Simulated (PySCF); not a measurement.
dibromo(difluoro)methane (CBr2F2), SMILES FC(F)(Br)Br.

Geometry: PBE0-D3(BJ)/def2-SVP.

Method: TDA-PBE/def2-SVPD in PySCF 2.14.0.

Vertical excitations. Isolated molecule, no solvent. State labels are in the subgroup C2v.

| state | symmetry | energy (eV) | λ (nm) | f | main pairs |
|---|---|---|---|---|---|
| S1 | B1 | 4.85 | 256 | 0.022 | HOMO→LUMO 98 % |
| S2 | A2 | 5.03 | 247 | 0.000 | HOMO−1→LUMO 98 % |
| S3 | B2 | 5.44 | 228 | 0.000 | HOMO−2→LUMO 93 % |
| S4 | A1 | 5.72 | 217 | 0.001 | HOMO−3→LUMO 63 %, HOMO→LUMO+1 37 % |
| S5 | A1 | 6.15 | 202 | 0.000 | HOMO→LUMO+1 62 %, HOMO−3→LUMO 36 % |
| S6 | B2 | 6.35 | 195 | 0.000 | HOMO−1→LUMO+1 93 % |
| S7 | A2 | 6.72 | 184 | 0.000 | HOMO−2→LUMO+1 98 % |
| S8 | B1 | 6.94 | 179 | 0.014 | HOMO−3→LUMO+1 72 %, HOMO−4→LUMO 26 % |
| S9 | B1 | 7.37 | 168 | 0.132 | HOMO−4→LUMO 50 %, HOMO−3→LUMO+1 22 %, HOMO→LUMO+2 14 % |
| S10 | B1 | 7.41 | 167 | 0.136 | HOMO→LUMO+2 86 % |
| T1 | B1 | 4.27 | 290 | 0 | HOMO→LUMO 99 % |
| T2 | A2 | 4.58 | 270 | 0 | HOMO−1→LUMO 99 % |
| T3 | B2 | 5.00 | 248 | 0 | HOMO−2→LUMO 97 % |
| T4 | A1 | 5.29 | 235 | 0 | HOMO−3→LUMO 87 % |
Triplets are in the Tamm–Dancoff approximation.
